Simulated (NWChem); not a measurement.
Setting up C2H5AlS (SMILES C=[C]([AlH2])S) in NWChem

The species is C2H5AlS (9 atoms), meant as a singlet with charge 0. SMILES: `C=[C]([AlH2])S`. The shape is that of a PBE0-D4/def2-TZVP optimisation. This is one conformer, not always the lowest.

```xyz
9

C    -0.0520    1.2924   -0.8454
C    -0.3065    0.3286    0.0507
Al    0.8560   -1.2262    0.0876
S    -1.6650    0.4901    1.1530
H     0.7865    1.1970   -1.5285
H    -0.6476    2.1984   -0.9423
H     2.0573   -1.2825   -0.9431
H     0.5590   -2.3744    1.1423
H    -1.4993   -0.6696    1.8085
```

Settings wanted:

```json
{
 "task": "gradient",
 "method": "HF",
 "basis set": "STO-3G",
 "integral approximation": "none",
 "reference": "RHF",
 "SCF convergence threshold": "1e-08",
 "iteration cap": "80",
 "symmetry": "none",
 "module": "scf"
}
```

**Question.** Write the NWChem 7.3.0 input and the command.

**Answer.** One that was run (others would do as well):

run.py:
```python
from ase import Atoms
from ase.calculators.nwchem import NWChem

molecule = Atoms(['C', 'C', 'Al', 'S', 'H', 'H', 'H', 'H', 'H'], positions=[
    [-0.052000, 1.292400, -0.845400],
    [-0.306500, 0.328600, 0.050700],
    [0.856000, -1.226200, 0.087600],
    [-1.665000, 0.490100, 1.153000],
    [0.786500, 1.197000, -1.528500],
    [-0.647600, 2.198400, -0.942300],
    [2.057300, -1.282500, -0.943100],
    [0.559000, -2.374400, 1.142300],
    [-1.499300, -0.669600, 1.808500],
])

calc = NWChem(
    label='work',
    theory='scf',
    memory='2200 mb',
    basis='STO-3G',
    basispar='spherical bse',
    scf={'nopen': '0', 'rhf': None, 'thresh': '1e-08', 'maxiter': '80'},
)
molecule.calc = calc

forces = molecule.get_forces()
print(f"energy = {molecule.get_potential_energy():.6f} eV")
print("forces (eV/A):")
for s, f in zip(molecule.symbols, forces):
    print(f"{s:2s} {f[0]:10.5f} {f[1]:10.5f} {f[2]:10.5f}")
print("dipole (e A):", molecule.get_dipole_moment().round(4))
```

```bash
$ export ASE_NWCHEM_COMMAND="nwchem PREFIX.nwi > PREFIX.nwo"
$ python run.py
```

Calculated total energy: -709.85441 Eh, largest force 2.462 eV/Å. The shape isn't stationary at this level (largest force 2.5 eV/Å).
